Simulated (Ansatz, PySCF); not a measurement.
Stretching the B1–I4 bond in BFHI (SMILES FBI) (multiplicity 1 held, fragments rigid). Energies count from the point at 2.136 Å.
Geometry at that point (charge 0, multiplicity 1):
```csv
atom,x (Å),y (Å),z (Å)
B,-0.2447,-1.3335,0.8064
F,0.7923,-1.7438,1.4967
H,-1.2601,-1.9458,0.8179
I,-0.0877,0.4586,-0.3457
```

Unrestricted levels (U-) break spin symmetry where that is lower. Active spaces are followed from a long bond inwards. Curves can end on different states.

Cores are frozen in the correlated methods. Filled d and f shells under p-block atoms count as core. Rows in 3-21G carry no dispersion term and start afresh at each structure; the Pople sets are all-electron and without relativity.

The values were computed with Ansatz (a first-principles code); PySCF for 3-21G rows. Values without a source in brackets are computed. In def2 rows elements past Kr take small-core potentials, without spin–orbit coupling.

Question: What is the computed energy at R = 6.836 Å (FIC-MRCISD+Q on CASSCF(6,4)/def2-TZVPP)?

Answer: 88.2 kcal/mol

Question: Estimate the energy at R = 6.836 Å that U-CCSD(T)/def2-TZVPP returns for this input.

Answer: 89.0 kcal/mol

Question: Give the energy at R = 6.836 Å at the level R-HF/3-21G.

Answer: 148.1 kcal/mol

Doubts at one or more of the structures used: a restricted determinant that unrestricted orbitals would lower (R-HF/3-21G); a spin-contaminated determinant (U-CCSD(T)/def2-TZVPP); active orbitals that take no part (FIC-MRCISD+Q on CASSCF(6,4)/def2-TZVPP).
